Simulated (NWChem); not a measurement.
# ZrHOCl2 cation; SMILES [OH][Zr+]([Cl])[Cl]

```xyz
5

Zr     0.3072    -0.3247     0.0000
Cl    -0.8853     0.2036     1.8649
Cl    -0.8853     0.2036    -1.8649
O      1.8976     0.6037     0.0000
H      2.6315     1.2363     0.0000
```
Atoms are numbered in this order, from 1.

Program: NWChem. Medium grid unless said otherwise, to which SCAN and Minnesota functionals are sensitive. All runs use the structure optimised with PBE0/def2-SVP. The spin multiplicity was typed, not searched, and may not be the lowest. def2 effective core potentials on Zr; no spin-orbit coupling.

For level r2SCAN/def2-SVP:

| Item | Result |
|---|---|
| highest occupied level (eV) | -13.41 |
| orbital gap (eV) | 4.19 |

Task: How do the values read with level PBE/def2-SVP instead?

Result: 
| Item | Result |
|---|---|
| highest occupied level (eV) | -13.01 |
| orbital gap (eV) | 3.57 |
